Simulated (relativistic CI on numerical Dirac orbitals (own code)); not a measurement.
One change at a time: Lu⁴⁶⁺

Base calculation: Dirac-Coulomb-Breit CI, separate exchange-only KLI orbitals for each configuration, model QED (radiative potential, 1s self-energy scaled to tabulated hydrogen-like ionisation energies), unscaled Slater integrals.

Configurations in the expansion (outside the closed core [Ne]): 3s2.3p6.3d7, 3s2.3p5.3d8, 3s2.3p4.3d9, 3s.3p6.3d8, 3p6.3d9, 3s.3p5.3d9, 3s2.3p6.3d6.4s, 3s2.3p6.3d6.4p, 3s2.3p4.3d8.4s, 3s2.3p6.3d6.4d, 3s2.3p4.3d8.4p, 3s2.3p5.3d7.4s, 3s2.3p6.3d6.4f, 3s2.3p5.3d7.4p, 3s2.3p6.3d5.4s2, 3s.3p6.3d7.4s. Levels of other configurations are missing.

Variants: (1) valence Slater integrals scaled by 0.9; (2) QED terms removed; (3) configuration mixing switched off. Shifts of the energy above 3s2.3p6.3d7 4F_9/2, in eV, for the lowest level and the first level of each name with at least 55 % of one term (blank where a level changes its place among those of its configuration and J or its character, or is not in the variant):

| Level | Base | Δ(1) | Δ(2) | Δ(3) |
| --- | --- | --- | --- | --- |
| 3s2.3p6.3d7 4F_9/2 | 0.000 | 0.000 | 0.000 | 0.000 |
| 3s2.3p6.3d7 4F_7/2 | 53.094 | +0.349 | -0.149 | -0.049 |
| 3s2.3p6.3d7 4P_5/2 | 64.516 | -0.655 | -0.151 | +0.374 |
| 3s2.3p6.3d7 2H_11/2 | 68.159 | -1.369 | -0.148 | -0.429 |
| 3s2.3p6.3d7 2F_5/2 | 79.111 | -2.351 | -0.143 | +0.701 |
| 3s2.3p6.3d7 2D_3/2 | 95.784 | -3.665 | -0.148 | +1.624 |
| 3s2.3p6.3d7 4F_5/2 | 113.421 | -0.126 | -0.294 | +0.349 |
| 3s2.3p5.3d8 4G°_11/2 | 375.712 | +2.234 | +0.467 | -0.373 |
| 3s2.3p5.3d8 2D°_5/2 | 387.120 | +1.175 | +0.472 | +0.432 |
| 3s2.3p5.3d8 2F°_7/2 | 388.145 | +1.107 | +0.472 | +0.431 |
| 3s2.3p5.3d8 4F°_9/2 | 394.908 | +0.315 | +0.471 | +0.305 |
| 3s2.3p5.3d8 4G°_9/2 | 437.583 | +1.443 | +0.326 | -0.203 |
| 3s2.3p5.3d8 2H°_11/2 | 459.204 | -0.991 | +0.330 | -0.174 |
| 3s2.3p5.3d8 2G°_7/2 | 461.623 | -0.923 | +0.326 | +0.353 |

At this charge energies of transitions that change n are usually good to better than 1 %, and those within a shell (Δn = 0) to a few per cent.

Ionisation energy from the two ground configurations alone: base 3960.15 eV. The NIST ASD value (theoretical) is 3960 eV.

LS names give the leading component of a level, which can be under half, so a name can repeat, a term be missing and a line seem to break the LS rules.
